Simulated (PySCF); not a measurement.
## Molecular orbitals of CdC

TPSS at R = 2.184 Å; basis Cd def2-SVPD with ECP28, C def2-SVPD; scalar-relativistic core potentials; PySCF 2.14. State: ³Σ⁻ (triplet), unpaired electrons π ↑↑. Only the outer orbitals are listed, counted within each symmetry, core potentials removing the inner ones.

```
spin  orbital  occ.  ε (eV)  on Cd (%)           main shells (%)
   α       2π     1  -12.84         99                   99 Cd d
   α       2π     1  -12.84         99                   99 Cd d
   α       1δ     1  -12.72        100                  100 Cd d
   α       1δ     1  -12.72        100                  100 Cd d
   α       5σ     1  -12.17         69           66 Cd d, 30 C s
   α       6σ     1   -6.60         64           63 Cd s, 32 C p
   α       3π     1   -5.17          8                    92 C p
   α       3π     1   -5.17          8                    92 C p
   α       7σ     0   -3.75         54  43 C p, 26 Cd p, 26 Cd s
   α       4π     0   -0.83         93                   93 Cd p
   α       4π     0   -0.83         93                   93 Cd p
   β       2π     1  -12.82        100                  100 Cd d
   β       2π     1  -12.82        100                  100 Cd d
   β       1δ     1  -12.73        100                  100 Cd d
   β       1δ     1  -12.73        100                  100 Cd d
   β       5σ     1  -10.64         36  64 C s, 20 Cd d, 11 Cd s
   β       6σ     1   -6.05         77   74 Cd s, 12 C p, 11 C s
   β       7σ     0   -3.16         40           53 C p, 33 Cd p
   β       3π     0   -2.40         49           51 C p, 49 Cd p
   β       3π     0   -2.40         49           51 C p, 49 Cd p
```

Q: Which are the highest filled and the lowest empty level, where do they sit, and how wide is the gap?

A: Highest filled α 3π at -5.17 eV (in %: 92 C p); lowest empty α 7σ at -3.75 eV (in %: 43 C p, 26 Cd p, 26 Cd s); the gap at TPSS is 1.42 eV.

The bond order (Mayer) is 1.10. The ⟨S²⟩ is 2.074 and the charge on Cd (Mulliken, basis-dependent) is 0.23. The charge on Cd (Löwdin, basis-dependent) is 0.33 and the dipole moment (positive dipole means Cd(−)C(+)) is -3.07 D.

Spin–orbit coupling is left out. The state was picked by a PBE0 search and need not be the measured ground state.
